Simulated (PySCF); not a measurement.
Gas-phase reaction: SnH₃F + F → SnH₂F₂ + H, at 500 K and a standard pressure of 1 bar. Level: GFN2-xTB.

Computed with PySCF (xtb for GFN2) and rigid-rotor harmonic-oscillator thermochemistry at 1 bar. Open shells (unrestricted): F (multiplicity 2, electronic degeneracy 6), H (multiplicity 2); the rest are closed-shell singlets. GFN2 has no spin-polarisation term. Spin-orbit splitting is ignored; it lowers the true energy and changes the entropy of F. SnH₃F, SnH₂F₂: computed as isolated molecules; such fragments, hydroxides, amides, oligomers or adducts are transient or little studied in the gas. The harmonic model lacks anharmonicity and excited electronic states, which grow with temperature; levels with a mode under 35 cm⁻¹ are left out.

| species | E (Ha) | H(500 K) − E (kJ/mol) | S°(500 K) (J/mol/K) |
|---|---|---|---|
| SnH₃F | -8.35755 | 77.4 | 306.7 |
| F | -4.61934 | 10.4 | 171.2 |
| SnH₂F₂ | -12.61112 | 68.6 | 348.8 |
| H | -0.39348 | 10.4 | 125.5 |
E: electronic energy; H − E holds the zero-point and thermal terms. 1 Ha = 2625.5 kJ/mol.

Work out ΔH°, ΔS°, ΔG° and log10 K from these numbers.

1. ΔE = 1×(-12.61112) + 1×(-0.39348) − 1×(-8.35755) − 1×(-4.61934) = -0.02771 Ha = -72.8 kJ.
2. Δ(H − E) = 1×(68.6) + 1×(10.4) − 1×(77.4) − 1×(10.4) = -8.8 kJ, so ΔH° = -81.6 kJ.
3. ΔS° = 1×(348.8) + 1×(125.5) − 1×(306.7) − 1×(171.2) = -3.6 J/K; the number of gas molecules stays the same.
4. ΔG° = ΔH° − TΔS° = -81.6 − 500×(-3.6)/1000 = -79.8 kJ.
5. log10 K = −ΔG°/(RT ln 10) = 8.34, with RT ln 10 = 9.57 kJ/mol; at standard pressures the products are favoured.
6. A shift of 10 kJ in ΔE would move log10 K by 1.04 here.
For scale, ΔH°(298 K) is -84 kJ at this level, -178 kJ at ωB97M-V/def2-TZVP†, and runs from -241 to -84 kJ over the 18 levels computed († marks an energy on the PBE0/def2-TZVP geometry).
